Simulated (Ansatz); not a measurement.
Gas-phase electronic energies from Ansatz, PBE0-D4/def2-TZVP geometries. CCSD(T)/CBS adds triple-zeta CCSD(T) − MP2 to the extrapolated MP2 energy (def2 sets, frozen cores). This one scheme is used for every species. Functionals use def2-TZVPP. B3LYP here is the variant with VWN-RPA as its local correlation; programs differ in this. Elements past krypton have def2 core potentials. For In outer-core shells are correlated without core-valence functions, which leaves a few kJ/mol of doubt a bond. One conformer a species, not always the lowest.

Consider the ligand exchange at the In–C bond: `[F][InH][CH2]BS` + H₂S → `[F][InH][SH]` + `CBS`.

```
        level  ΔE (kJ/mol)
     B3LYP-D4        -80.8
         BLYP        -89.3
  HF/def2-SVP       -107.1
HF/def2-TZVPP       -106.6
```

(1) What does CCSD(T)/CBS give? (Estimate.)

Largest T1 diagnostic among the species: 0.016.

Answers

(1) Computed: -70.3 kJ/mol. The listed levels differ from it by -10.5, -19.0, -36.8, -36.3 kJ/mol.

Leaving LDA and LC-ωPBE aside and taking each functional with its dispersion term where it has one, the values, not all of them listed here, spread over 10.0 kJ/mol, from BHLYP-D4 to revPBE-D4. LDA lies +12.6 kJ/mol from PBE without D4. At CCSD(T), def2-SVP lies −9.5 kJ/mol from the extrapolated value and def2-TZVPP −1.0 kJ/mol.

CCSD(T)/CBS has its own doubt, a few kJ/mol and more with outer-core shells, so smaller differences from it don't rank the levels.
